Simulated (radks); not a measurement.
Results of a calculation; reference values are marked as such.
Question: Neutral krypton, [Kr]. Code: a radial shooting solver on a logarithmic mesh with Libxc functionals. Model: non-relativistic Kohn-Sham, exchange-only PBE, spin-polarised, spherical densities, point nucleus. Every spin shell is full or empty, so the densities are truly spherical. Functionals are evaluated on that one density, not self-consistently. Rank these exchange functionals by their error against the exact value of the orbitals, and give that value: LDA, B88, PBEsol, revPBE, RPBE, PW91, OPTX, SOGGA, B86b, G96, TPSS, revTPSS, SCAN, r2SCAN, Tao-Mo.

Answer: Exact: -93.7084 hartree. From best to worst, with 100 (|E| - |E exact|)/|E exact| (equal figures are ties): r2SCAN 0.00, PW91 +0.04, B86b +0.08, B88 +0.08, TPSS -0.09, RPBE -0.14, revPBE -0.21, SCAN +0.27, G96 +0.34, Tao-Mo -0.65, revTPSS -0.79, OPTX +0.89, PBEsol -2.50, SOGGA -2.52, LDA -5.51.
